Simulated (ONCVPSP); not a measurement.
u(r) = r·R(r): atom against pseudo-atom (rubidium)

Columns: radius, all-electron u(r) and pseudo u(r) of the 4p shell (level -16.03 eV) of rubidium in the configuration [Ar] 3d10 4s2 4p6 5s1; LDA (Perdew-Wang 92), scalar-relativistic, ONCV scheme, ONCVPSP 4.0.1.

```
r (bohr)  all-electron  pseudo
   0.138        0.1745  0.0214
   0.275       -0.2881  0.0823
   0.413       -0.3952  0.1763
   0.550       -0.1946  0.2912
   0.688        0.1025  0.4160
   0.825        0.3761  0.5362
   0.963        0.5876  0.6424
   1.100        0.7278  0.7252
   1.238        0.8075  0.7812
   1.375        0.8385  0.8087
   1.513        0.8345  0.8103
   1.650        0.8063  0.7901
   1.788        0.7624  0.7530
   1.925        0.7097  0.7051
   2.062        0.6527  0.6508
   2.200        0.5942  0.5936
   2.338        0.5368  0.5366
   2.475        0.4823  0.4823
   2.613        0.4309  0.4308
   2.750        0.3836  0.3836
   2.888        0.3402  0.3401
   3.025        0.3010  0.3010
   3.162        0.2657  0.2657
   3.300        0.2339  0.2339
   3.438        0.2056  0.2056
   3.575        0.1806  0.1806
```

**Question.** How many radial nodes do the two functions have?

**Answer.** The all-electron 4p function has n − l − 1 = 2; the pseudo-wave has 0, since the states of the same l below it are removed with the core.

**Question.** At about which radius was the pseudo-wave matched?

**Answer.** 2.60 bohr. The columns agree to 0.0005 from 2.34 bohr on; several derivatives are matched, so the curves merge somewhat inside the radius.

**Question.** Where does each function peak?

**Answer.** Outermost all-electron maximum near 1.38 bohr, pseudo maximum near 1.51 bohr (to the table’s step).

**Question.** Is the pseudo-wave norm-conserving?

**Answer.** Yes: the ONCV scheme keeps the norm inside the radius equal to the all-electron one, which fixes the energy derivative of the logarithmic derivative at the level.
